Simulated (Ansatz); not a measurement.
`[NH2][Sn][F]` + HBr → `[NH2][Sn][Br]` + H–F  (ligand exchange at the Sn–F bond)

Computed with Ansatz on PBE0-D4/def2-TZVP structures; ΔE is electronic, products minus reactants. CCSD(T)/CBS is the MP2 limit (def2-TZVPP, def2-QZVPP) plus CCSD(T) − MP2 in def2-TZVPP, frozen cores. This one scheme is used for every species. DFT in def2-TZVPP. HSE06 is defined as in plane-wave codes. def2 core potentials past Kr. For Br, Sn outer-core shells are correlated without core-valence functions, which leaves a few kJ/mol of doubt a bond. Scalar relativity is left out up to krypton. One conformer a species, not always the lowest.

Is it downhill or uphill in electronic energy at CCSD(T)/CBS, and by how much? (Best estimate.)

The calculation gave: Downhill: ΔE = -11.6 kcal/mol.

What do these levels give: LDA (SPW92), B2PLYP, PBE-QIDH, PBE0, r2SCAN0, HSE06, MP2/def2-SVP, CCSD/def2-SVP, CCSD(T)/def2-SVP, HF/def2-TZVPP, MP2/def2-TZVPP, SCS-MP2/def2-TZVPP? (Best estimate.)

Computed: LDA (SPW92) -10.2, B2PLYP -9.6, PBE-QIDH -12.5, PBE0 -11.5, r2SCAN0 -11.6, HSE06 -11.7, MP2/def2-SVP -10.6, CCSD/def2-SVP -9.5, CCSD(T)/def2-SVP -9.5, HF/def2-TZVPP -11.5, MP2/def2-TZVPP -12.4, SCS-MP2/def2-TZVPP -10.7 kcal/mol.

Largest T1 diagnostic among the species: 0.017.

From BLYP to BHLYP (50 % exact exchange), in def2-TZVPP and without D4, ΔE moves by −3.2 kcal/mol. At CCSD(T), def2-SVP lies +2.0 kcal/mol from the extrapolated value and def2-TZVPP +0.9 kcal/mol. Leaving LDA and LC-ωPBE aside and taking each functional with its dispersion term where it has one, the values, not all of them listed here, spread over 4.9 kcal/mol, from PBE-QIDH to B97M-V. LDA lies −0.8 kcal/mol from PBE without D4.
